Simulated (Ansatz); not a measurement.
Calculated with Ansatz (gas phase, PBE0-D4/def2-TZVP geometries, no zero-point term in ΔE). CCSD(T)/CBS adds triple-zeta CCSD(T) − MP2 to the extrapolated MP2 energy (def2 sets, frozen cores). This one scheme is used for every species. Functionals use def2-TZVPP. B3LYP here is the variant with VWN-RPA as its local correlation; programs differ in this. Each species was taken in one conformer, which may not be the lowest.

Consider the formal exchange of groups at the Al–Si bond: `C=[CH][AlH][SiH2]Cl` + CH₄ → `C=[CH][AlH][CH3]` + `[SiH3]Cl`.

```
             level  ΔE (kJ/mol)  difference from CCSD(T)/CBS
         r2SCAN-D4         13.3                          2.5
           PBE0-D4         21.0                         10.2
          B3LYP-D4         14.6                          3.8
           ωB97X-V         11.0                          0.2
            B2PLYP          7.8                         -3.0
              PBE0         17.9                          7.1
CCSD(T)/def2-TZVPP         10.6                         -0.2
     HF/def2-QZVPP          2.0                         -8.8
    MP2/def2-QZVPP          4.3                         -6.5
SCS-MP2/def2-QZVPP          3.8                         -7.0
       CCSD(T)/CBS         10.8                            0
```

Largest T1 diagnostic among the species: 0.011.

From PBE to PBE0 (25 % exact exchange), in def2-TZVPP and without D4, ΔE moves by −3.3 kJ/mol. The D4 term adds +5.0 kJ/mol with B3LYP and +3.1 kJ/mol with PBE0; it sums over pairs of atoms, weighted by their polarisabilities, and B3LYP, whose exchange is more repulsive, gets the larger term.
